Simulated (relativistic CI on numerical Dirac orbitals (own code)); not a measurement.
Hyperfine structure of Tc XL, mass number 99

Method of calculation: Dirac-Coulomb-Breit CI, KLI orbitals optimised for each configuration, a model potential for QED, unscaled Slater integrals (own radial code, finite nucleus).

Configurations in the expansion (outside the closed core 1s2): 2s2, 2s.2p, 2p2, 2p.3s, 2p.3p, 2s.3s, 2s.3p, 2s.3d, 2s.4s, 2s.4p, 2s.4d, 2s.4f, 3s2, 3s.3p, 3p2. Levels of other configurations are missing.

Nuclear spin I = 9/2, μ = 5.678 μN, Q = -0.129 b (tables of Stone and Pyykkö). The electronic factors are computed for point nuclear moments, without core polarisation or the Bohr-Weisskopf and QED corrections.

| Level | E (Ry) | A (GHz) | B (GHz) |
| --- | --- | --- | --- |
| 2s.2p 3P°_1 | 6.857 | 2247 | 9.94 |
| 2s.2p 3P°_2 | 15.687 | 1047 | -37.4 |
| 2s.2p 1P°_1 | 19.576 | -530.1 | -28.6 |
| 2p2 3P_1 | 24.931 | -45.26 | -18.6 |
| 2p2 1D_2 | 25.874 | 420.4 | -27.3 |
| 2p2 3P_2 | 35.497 | 201.4 | -9.75 |
| 2s.3s 3S_1 | 241.972 | 2325 | 0.0245 |
| 2s.3p 3P°_1 | 244.844 | 1973 | 0.0501 |

Levels with J = 0, under 50 % of one LS term, or S terms without an open s electron are left out. Small factors come from cancelling terms and can be off by tens of per cent or more.

At this charge energies of transitions that change n are usually good to better than 1 %, and those within a shell (Δn = 0) to a few per cent.

Q: Give the hyperfine levels of 2s.2p 3P°_1 relative to its centre of gravity.

A: With K = F(F + 1) − I(I + 1) − J(J + 1), E = AK/2 + B[¾K(K + 1) − I(I + 1)J(J + 1)]/[2I(2I − 1)J(2J − 1)]: F = 7/2: -12350, F = 9/2: -2253, F = 11/2: 10110 GHz.

LS names give the leading component of a level, which can be under half, so a name can repeat, a term be missing and a line seem to break the LS rules.
